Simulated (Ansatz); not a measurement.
Reactions of C2H6ClNSi, SMILES `CC=N[SiH2]Cl`.

Isolated molecules relaxed with PBE0-D4/def2-TZVP in Ansatz; ΔE leaves out vibrations. CCSD(T)/CBS adds triple-zeta CCSD(T) − MP2 to the extrapolated MP2 energy (def2 sets, frozen cores). This one scheme is used for every species. Double bonds are as drawn, so ΔE can hold a change between cis and trans. Functionals use def2-TZVPP. For Ge outer-core shells are correlated without core-valence functions, which leaves a few kJ/mol of doubt a bond. Scalar relativity is left out up to krypton. Each species was taken in one conformer, which may not be the lowest.

```json
{"reaction": "`C/C=N\\[SiH2]Cl` + H₂O → `O/C=N/[SiH2]Cl` + CH₄", "CCSD/CBS(def2) (kcal/mol)": "-8.6", "B2PLYP (kcal/mol)": "-11.8"}
{"reaction": "`C/C=N\\[SiH2]Cl` + `C=C[NH][GeH3]` → `C=C[N]([GeH3])[SiH2]Cl` + `CC=N`", "CCSD/CBS(def2) (kcal/mol)": "-6.4", "B2PLYP (kcal/mol)": "-3.9"}
{"reaction": "`C/C=N\\[SiH2]Cl` + `C=CNC` → `C=CN(C)[SiH2]Cl` + `CC=N`", "CCSD/CBS(def2) (kcal/mol)": "-6.4", "B2PLYP (kcal/mol)": "-4.7"}
{"reaction": "`C/C=N\\[SiH2]Cl` + `[NH2][GeH2][Cl]` → `Cl[SiH2][NH][GeH2][Cl]` + `CC=N`", "CCSD/CBS(def2) (kcal/mol)": "-5.7", "B2PLYP (kcal/mol)": "-4.2"}
{"reaction": "`C/C=N\\[SiH2]Cl` → `C/C(Cl)=N\\[SiH3]`", "CCSD/CBS(def2) (kcal/mol)": "33.2", "B2PLYP (kcal/mol)": "31.3"}
{"reaction": "`C/C=N\\[SiH2]Cl` + `C[SiH](S)Cl` → `C[SiH](Cl)S[SiH2]Cl` + `CC=N`", "CCSD/CBS(def2) (kcal/mol)": "-4.9", "B2PLYP (kcal/mol)": "-3.2"}
```

(1) Give the CCSD(T)/CBS values in the same order. (Estimate.)

Largest T1 diagnostic: 0.013, for `O/C=N/[SiH2]Cl`.

Results:

(1) Ansatz gave: -8.8, -6.9, -6.8, -5.5, 32.2, -5.5 kcal/mol.
